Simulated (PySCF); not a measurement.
# Excitation energy of He by level of theory

He 1s2 (1S) → He 1s1 2s1 (3S), as a difference of total energies. Computed with PySCF 2.14 in dyall-acv3z, with the non-relativistic Hamiltonian (point nucleus). Correlated levels: valence: nothing frozen; virtual orbitals above 40 to 60 times the deepest correlated orbital energy dropped. The calculations carry no spin-orbit coupling.

```tsv
method	excitation energy (eV)	error (eV)
UHF	18.794	-1.026
LDA	19.519	-0.301
PBE	19.553	-0.267
PBE0	19.553	-0.267
r2SCAN	19.906	+0.086
PW91	19.645	-0.175
r2SCAN0	19.851	+0.031
revPBE	19.700	-0.120
wB97X	19.956	+0.136
MP2 (valence)	19.704	-0.116
SCS-MP2 (valence)	19.902	+0.082
```

Reference: 19.820 eV (measured; NIST levels).

Errors of the correlated levels include the incompleteness of this basis.

The promoted electron is Rydberg-like, and one or two diffuse shells describe it only roughly, which tends to raise the upper state.
